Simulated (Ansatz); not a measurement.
SnH(OtBu)3 (C₁₂H₂₈O₃Sn). Total charge 0; triplet. Geometry PBE-D4/def2-SVP, that of the neutral singlet; atoms count from 1.

```
atom    x (Å)    y (Å)    z (Å)
 Sn1   0.4746  -1.1716  -0.0661
  H2   1.1164  -2.7778  -0.1345
  O3   0.1792  -0.6075   1.8486
  C4  -1.1172  -0.6389   2.4839
  C5  -1.8074  -1.9879   2.2264
  C6  -0.8212  -0.4582   3.9787
  C7  -1.9814   0.5147   1.9512
  H8  -2.7712  -2.0602   2.7706
  H9  -2.0337  -2.1089   1.1447
 H10  -1.1610  -2.8247   2.5614
 H11  -0.1762  -1.2817   4.3444
 H12  -1.7580  -0.4505   4.5717
 H13  -0.2889   0.4984   4.1486
 H14  -2.1624   0.3793   0.8658
 H15  -1.4687   1.4847   2.1089
 H16  -2.9639   0.5530   2.4651
 O17  -1.2894  -1.0880  -1.0402
 C18  -1.4458  -0.4791  -2.3403
 C19  -0.3895  -1.0239  -3.3147
 C20  -2.8569  -0.8827  -2.7884
 C21  -1.3248   1.0478  -2.2177
 H22  -0.5406  -0.6268  -4.3393
 H23   0.6299  -0.7202  -2.9919
 H24  -0.4429  -2.1306  -3.3640
 H25  -2.9402  -1.9862  -2.8445
 H26  -3.0946  -0.4574  -3.7843
 H27  -3.6076  -0.5165  -2.0606
 H28  -0.3075   1.3187  -1.8696
 H29  -2.0660   1.4373  -1.4913
 H30  -1.5004   1.5453  -3.1936
 O31   1.7475   0.1389  -0.9201
 C32   2.6090   1.0103  -0.1552
 C33   3.3585   0.2099   0.9216
 C34   3.5906   1.5847  -1.1853
 C35   1.7745   2.1271   0.4910
 H36   4.0835   0.8470   1.4684
 H37   2.6456  -0.1933   1.6732
 H38   3.9187  -0.6292   0.4611
 H39   4.1666   0.7678  -1.6633
 H40   4.3016   2.2885  -0.7076
 H41   3.0375   2.1265  -1.9778
 H42   1.0518   1.6901   1.2094
 H43   1.2134   2.6871  -0.2838
 H44   2.4187   2.8447   1.0396
```

In the def2 sets Sn takes a core potential; there is no spin–orbit coupling. Single mean-field runs in def2-TZVP are fitted with def2-universal-jkfit. At PBE0-D4/def2-TZVP a singlet of charge 0 lies 4.73 eV below the triplet at the same geometry.

Problem. Estimate the Mulliken populations of the heavy atoms from the PBE0/def2-TZVP orbitals of Ansatz.

Solution. 
| atom | charge (e) | spin (α − β) |
| --- | --- | --- |
| Sn1 | 0.72 | 0.46 |
| O3 | -0.45 | 0.29 |
| C4 | 0.19 | 0.00 |
| C5 | -0.40 | 0.03 |
| C6 | -0.34 | 0.00 |
| C7 | -0.38 | 0.01 |
| O17 | -0.44 | 0.31 |
| C18 | 0.19 | 0.00 |
| C19 | -0.40 | 0.03 |
| C20 | -0.34 | 0.00 |
| C21 | -0.38 | 0.01 |
| O31 | -0.44 | 0.30 |
| C32 | 0.19 | 0.00 |
| C33 | -0.40 | 0.03 |
| C34 | -0.34 | 0.00 |
| C35 | -0.39 | 0.01 |
Mulliken values depend strongly on the basis.

Problem. Where does the spin sit?

Solution. Summed by element: Sn 0.46, H 0.53, O 0.89, C 0.12, of 2 unpaired in all. Largest on single atoms: H2 0.47, Sn1 0.46, O17 0.31.

Problem. And the Mayer bond orders between heavy atoms (over 0.3)?

Solution. Sn1–O3 0.58 (2.02 Å); Sn1–O17 0.57 (2.02 Å); Sn1–O31 0.58 (2.02 Å); O3–C4 0.97 (1.44 Å); C4–C5 0.95 (1.54 Å); C4–C6 0.97 (1.53 Å); C4–C7 0.98 (1.54 Å); O17–C18 0.97 (1.44 Å); C18–C19 0.95 (1.54 Å); C18–C20 0.97 (1.53 Å); C18–C21 0.98 (1.54 Å); O31–C32 0.97 (1.44 Å); C32–C33 0.95 (1.54 Å); C32–C34 0.97 (1.53 Å); C32–C35 0.98 (1.54 Å).
